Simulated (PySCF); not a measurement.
# RuH₅⁻, singlet: molecular constants

Level of theory: PySCF, PBE0, basis Ru def2-TZVPD with ECP28, H def2-TZVPD (scalar-relativistic core potentials, no spin–orbit coupling, density fitting).

The structure is a higher-order saddle point with 3 imaginary modes.

```
Point group                                                                   : C2v
Bond lengths                                                                  : Ru–H 1.576 Å, Ru–H 1.636 Å (×4)
Bond angles                                                                   : H–Ru–H 60.8° (×2), H–Ru–H 106.6° (×2), H–Ru–H 108.5° (×4), H–Ru–H 142.9° (×2)
Highest occupied level                                                        : 0.01 eV
Rotational constants                                                          : 2.652, 1.738, 1.601 cm⁻¹
Zero-point energy (real modes)                                                : 69.4 kJ/mol
Lowest empty level                                                            : 2.45 eV
Dipole moment about the centre of mass                                        : 0.16 D
Principal polarisabilities                                                    : 67.2, 84.6, 90.9 bohr³
Principal quadrupole moments (Buckingham, traceless) about the centre of mass : -7.06, 1.39, 5.68 D Å
```

Harmonic modes (masses in u: Ru 101.904, H 1.008):
```
symmetry  ω (cm⁻¹)  IR (km/mol)  μ (u)     type
      b2     1023i            –   1.04     bend
      b1      972i            –   1.02     bend
      a2      966i            –   1.01     bend
      b1       326         85.2   1.02     bend
      a1       427         57.2   1.01     bend
      b2       765          130   1.02     bend
      a1       827         24.0   1.04     bend
      b2      1727          480   1.02  stretch
      b1      1751          117   1.04  stretch
      a2      1773          0.0   1.01  stretch
      a1      1920         82.9   1.01  stretch
      a1      2092          272   1.02  stretch
```

In C2v the vibrations span 3b2 + 3b1 + 2a2 + 4a1. The a2 modes carry no infrared intensity, as symmetry demands.

Charges (e); Mulliken and Löwdin values are unreliable with diffuse functions:
```json
{"atom": "Ru1", "Mulliken": "-1.03", "Löwdin": "-0.26", "polar tensor": "0.20", "Mayer order to Ru1": "–"}
{"atom": "H2", "Mulliken": "-0.02", "Löwdin": "-0.15", "polar tensor": "-0.30", "Mayer order to Ru1": "1.06"}
{"atom": "H3,4,5,6", "Mulliken": "0.01", "Löwdin": "-0.15", "polar tensor": "-0.22", "Mayer order to Ru1": "0.98"}
```

Mulliken populations on Ru1 (electrons outside its core potential): s 2.99, p 7.04, d 6.99, f 0.01.

Outer orbital energies (eV). occupied: -5.54, -4.25, -4.19, -3.57, -1.95, -0.74, 0.01; empty: 2.45, 2.86, 5.32, 5.50.

The highest occupied level lies above zero, a sign of self-interaction error or too small a basis; response properties are unreliable. Other isomers or separated fragments may lie lower. The lowest empty level of this anion is unbound, so it and the gap depend on the basis. At this level a singlet minimum of Cs symmetry lies 156 kJ/mol below this structure.

The final relaxation and frequency run took of the order of 70 core-seconds on a shared host.
